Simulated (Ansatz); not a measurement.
`CC[SiH](Cl)O[SiH3]` + H–F → `F[SiH](Cl)O[SiH3]` + ethane at 400 K and 1 bar (ligand exchange at the Si–C bond).

Gas-phase electronic energies from Ansatz, PBE0-D4/def2-TZVP geometries. CCSD(T)/CBS adds triple-zeta CCSD(T) − MP2 to the extrapolated MP2 energy (def2 sets, frozen cores). This one scheme is used for every species. Each species was taken in one conformer, which may not be the lowest.

```
             species  CCSD(T)/CBS energy (Eh)  H − E (kJ/mol)  S (J/(mol·K))
`CC[SiH](Cl)O[SiH3]`              -1194.79013           325.0          479.1
                 H–F               -100.39570            36.5          182.2
 `F[SiH](Cl)O[SiH3]`              -1215.52253           150.1          418.4
                `CC`                -79.71954           213.5          244.3
```

H − E and S are ideal-gas, rigid-rotor, harmonic terms from PBE0-D4/def2-TZVP, for one conformer and one mirror image of each species. 1 Eh = 2625.50 kJ/mol, R = 8.31446 J/(mol·K).

Q: By hand: ΔE, ΔH, ΔS and ΔG.

A: ΔE = (-1215.52253) + (-79.71954) − (-1194.79013) − (-100.39570) = -0.05624 Eh = -147.7 kJ/mol. Δ(H − E) = 150.1 + 213.5 − 325.0 − 36.5 = 2.1, so ΔH = -145.6 kJ/mol. ΔS = 418.4 + 244.3 − 479.1 − 182.2 = 1.4 J/(mol·K). ΔG = -145.6 − 400 × (1.4)/1000 = -146.2 kJ/mol.

Q: By hand: the equilibrium constant, and the temperature at which ΔG would vanish if ΔH and ΔS stayed fixed.

A: log₁₀ K = −ΔG/(RT ln 10) = 19.1. ΔH and −TΔS have one sign here, so there is no such temperature. One of them is within its doubt of zero, so this could turn.

The number of gas molecules stays the same, so ΔS is small and ΔH decides. A doubt of 5 kJ/mol in ΔE shifts log₁₀ K by 0.7 here. Other conformers and mirror images would add mixing entropy, several J/(mol·K) or more a flexible species. Modes under 60 cm⁻¹, often nearly free rotors, make the harmonic entropy too high. These are equilibria of isolated gas molecules and say nothing of rates. Largest T1 diagnostic: 0.011 (customary marks: 0.02 for closed shells, 0.045 for open ones).
